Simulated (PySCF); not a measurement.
# Li: excitation energy

Li [He] 2s1 (2S) → Li [He] 2p1 (2P), as a difference of total energies. Calculation: PySCF 2.14, in ANO-RCC-VTZP; scalar relativity by spin-free X2C-1e. Correlated levels: valence and next inner shell: nothing frozen. The calculations carry no spin-orbit coupling.

```csv
method,excitation energy (eV),error (eV)
UHF,1.841,-0.007
MP2 (valence and next inner shell),1.844,-0.004
SCS-MP2 (valence and next inner shell),1.845,-0.003
CCSD (valence and next inner shell),1.843,-0.005
CCSD(T) (valence and next inner shell),1.843,-0.005
CCSDT (valence and next inner shell),1.843,-0.005
FCI (valence and next inner shell),1.843,-0.005
```

Reference: 1.848 eV (measured; NIST levels, between the centres of gravity of the two terms).

Errors of the correlated levels include the incompleteness of this basis.

The basis was made for the ground configuration and has no added diffuse functions, so the excitation energy can come out too high.
